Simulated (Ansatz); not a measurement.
A nudged elastic band was laid between two geometries of BFH5NO (9 atoms, charge 0, multiplicity 1).

Theory: RKS PBE/6-31G* (Ansatz).

```
movable images  : 8
climbing image  : no
spring          : 5.0 eV/Å²
optimiser       : quadratic models (default)
start path      : through a guess of the saddle point
force threshold : 0.03 eV/Å
iteration limit : 60
end points      : relaxed
```

Initial state:

```xyz
9
Properties=species:S:1:pos:R:3
B -0.051 0.040 0.074
F 0.151 -0.797 1.176
O 0.973 0.014 -0.914
H 1.737 -0.464 -0.538
H -1.189 0.076 -0.375
N 0.084 1.630 0.817
H 0.986 1.732 1.303
H 0.036 2.351 0.086
H -0.668 1.805 1.498
```

Final state:

```xyz
9
Properties=species:S:1:pos:R:3
B 0.221 0.579 -0.329
F -0.534 -0.314 2.191
O 1.429 -0.047 -0.503
H 1.320 -0.865 -1.021
H -0.800 0.216 -0.858
N 0.197 1.728 0.536
H 1.078 2.160 0.821
H -0.572 2.393 0.482
H -0.280 0.537 1.809
```

Q: What changes between the two ends?

A: Bonds broken: B1–F2, N6–H9. Bonds formed: F2–H9. BFH5NO becomes BH4NO + FH.

Q: Give the energies along the band, and the barrier.

A: The run converged. The highest image is number 8 of 0 to 9, 0.98 eV above the first end and 0.13 eV above the last; the last end lies 0.85 eV above the first. The profile has 3 maxima (images 1, 4, 8) with wells between them (images 2, 5): this band takes more than one step, which may be the mechanism or a detour left from its start path. No image climbed, so the highest image needn't sit at the top of the path. The orbitals stay closed-shell, which can raise the energy where a bond breaks towards radicals; this wasn't checked here.

```
image  path coordinate (Å)  energy (eV)  B1–F2 (Å)  N6–H9 (Å)  F2–H9 (Å)
    0                 0.00         0.00       1.40       1.03       2.75
    1                 0.63         0.02       1.40       1.03       2.70
    2                 1.27         0.00       1.40       1.03       2.56
    3                 1.90         0.02       1.40       1.03       2.43
    4                 2.53         0.04       1.40       1.03       2.37
    5                 3.16         0.03       1.40       1.03       2.39
    6                 3.80         0.08       1.42       1.03       2.13
    7                 4.44         0.85       1.66       1.16       1.39
    8                 5.08         0.98       2.24       1.67       0.99
    9                 5.73         0.85       2.78       1.81       0.97
```

Q: What is the geometry of the highest image?

A: 
```xyz
9
Properties=species:S:1:pos:R:3
B 0.152 0.555 -0.215
F -0.356 -0.420 1.736
O 1.380 -0.024 -0.421
H 1.280 -0.930 -0.765
H -0.876 0.208 -0.740
N 0.167 1.774 0.593
H 1.074 2.210 0.768
H -0.581 2.458 0.490
H -0.181 0.555 1.681
```

The run took 4 min on 1 thread of Intel(R) Xeon(R) Platinum 8488C (Sapphire Rapids) (shared host), peak memory 0.14 GiB.
